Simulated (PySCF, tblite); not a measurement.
Isomers of C2H12Ge2OSi. Level: GFN2-xTB in tblite, geometry and Hessian alike; calculated harmonic values, unscaled, isolated species. This tight-binding method is rough: wavenumbers can miss measured ones by several per cent, in bad cases by 10 to 20. Modes of hydrogen on germanium and silicon can be 10 to 20 % off. One conformer each.

Electronic energies: PBE0-D3(BJ)/def2-SVP at its own geometries (PySCF, gas phase).

```tsv
SMILES	electronic energy, lowest = 0 (kJ/mol)
CCO[SiH2][GeH2][GeH3]	10.3
CC[O][GeH2][GeH2][SiH3]	60.7
CO[CH2][GeH2][GeH2][SiH3]	143.4
CC[O][Ge@H]([SiH3])[GeH3]	69.6
[CH3][Ge@H]([CH2][SiH3])[O][GeH3]	0.0
```

Question: How do GFN2-xTB zero-point energies change the relative energies?

Answer: 
```
                           SMILES  ZPE (kJ/mol)  of it from modes above 1550 cm⁻¹  electronic (kJ/mol)  with ZPE, lowest = 0 (kJ/mol)  lowest mode (cm⁻¹)  rings
[CH3][Ge@H]([CH2][SiH3])[O][GeH3]         309.1                             175.6                  0.0                            0.0                  41      0
            CCO[SiH2][GeH2][GeH3]         320.4                             173.4                 10.3                           21.6                  21      0
          CC[O][GeH2][GeH2][SiH3]         314.7                             172.4                 60.7                           66.4                  10      0
        CC[O][Ge@H]([SiH3])[GeH3]         314.3                             173.3                 69.6                           74.8                 17i      0
        CO[CH2][GeH2][GeH2][SiH3]         315.7                             172.1                143.4                          150.0                  35      0
```

The zero-point energies span 11.3 kJ/mol, from `[CH3][Ge@H]([CH2][SiH3])[O][GeH3]` to `CCO[SiH2][GeH2][GeH3]`. Slightly imaginary modes are left out of the zero-point energy: `CC[O][Ge@H]([SiH3])[GeH3]` 17.0i cm⁻¹. The order is unchanged.

Question: And how do the electronic energies of GFN2-xTB itself compare?

Answer: `[CH3][Ge@H]([CH2][SiH3])[O][GeH3]` 83.0; `CCO[SiH2][GeH2][GeH3]` 0.0; `CC[O][GeH2][GeH2][SiH3]` 78.7; `CC[O][Ge@H]([SiH3])[GeH3]` 78.0; `CO[CH2][GeH2][GeH2][SiH3]` 170.8 kJ/mol, lowest = 0. Against the energies above, taken from the same isomer `[CH3][Ge@H]([CH2][SiH3])[O][GeH3]`, the largest difference is 93.3 kJ/mol. The two levels were optimised apart and needn't hold the same conformer.
